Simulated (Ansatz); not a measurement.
Born–Oppenheimer molecular dynamics of BF3H2 (6 atoms, charge 0, multiplicity 1). It starts from a rough guess of a transition structure, not a stationary point.

Level of theory: UKS PBE-D4/6-31G in Ansatz.

```json
{
  "ensemble": "NVE (velocity Verlet)",
  "time step": "0.5 fs",
  "steps asked": "150",
  "starting velocities drawn for": "600 K",
  "seed": "578591"
}
```

First frame:

```xyz
6
Properties=species:S:1:pos:R:3
B -0.223 -0.207 -0.332
F 0.435 -0.467 1.192
F 0.471 -0.876 -1.206
F -1.522 -0.267 -0.248
H 0.524 0.630 0.689
H 0.315 1.188 -0.095
```

Question: How far do the bonds stretch over the last three quarters of this one trajectory? (Pairs bonded in most of those frames.)

Answer: 
```csv
bond,mean (Å),spread (Å),shortest,longest
B1–F2,1.398,0.119,1.21,1.58
B1–F3,1.382,0.064,1.29,1.50
B1–F4,1.375,0.053,1.30,1.48
H5–H6,0.757,0.023,0.72,0.79
```

Mean temperature of the second half: 3529 K. The conserved energy stayed within 0.43 meV per atom of its start (net change -0.31 meV per atom), so the integration is sound. The system heated up, since it started high on the potential surface and ran downhill. A run of 0.075 ps of so small a system gives no equilibrium averages. The orbitals stay closed-shell, which can raise the energy where a bond breaks towards radicals; this wasn't checked here. Limits of this set-up: no polarisation functions.

The run took 3.4 min on 1 thread of Arm Neoverse V1, on a shared host, peak memory 0.094 GiB.
